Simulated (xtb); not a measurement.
xtb input:

```bash
xtb mol.xyz --gfn 2 --ohess tight --chrg 0 --uhf 0
```
mol.xyz:
```
18

C     -0.83691799    -0.98289477     1.44819652
Si    -0.11724782    -0.34537491    -0.19168150
C     -1.44513185     0.26956688    -1.22996374
C      0.89459477    -1.72775188    -1.03328598
C      1.11393103     1.03149578     0.27524774
O      0.34494882     2.09783107     0.91114523
H     -0.07474527    -1.46755507     2.11957610
H     -1.53043768    -1.80446527     1.23986925
H     -1.28730221    -0.18846975     1.97643822
H     -2.19547493    -0.47962127    -1.48816897
H     -1.96575527     1.09536228    -0.78781957
H     -1.00743389     0.66439000    -2.23328837
H      0.22266939    -2.53966921    -1.26173018
H      1.70827740    -2.06954701    -0.41452376
H      1.36960383    -1.30898969    -1.99925736
H      1.53807098     1.39545703    -0.71748677
H      1.92642210     0.69814254     0.91280777
H      1.01213523     2.80366676     1.08779315
```

Task: Which total energy does the run end on?

Result: -20.43936 Eh (GFN2-xTB).
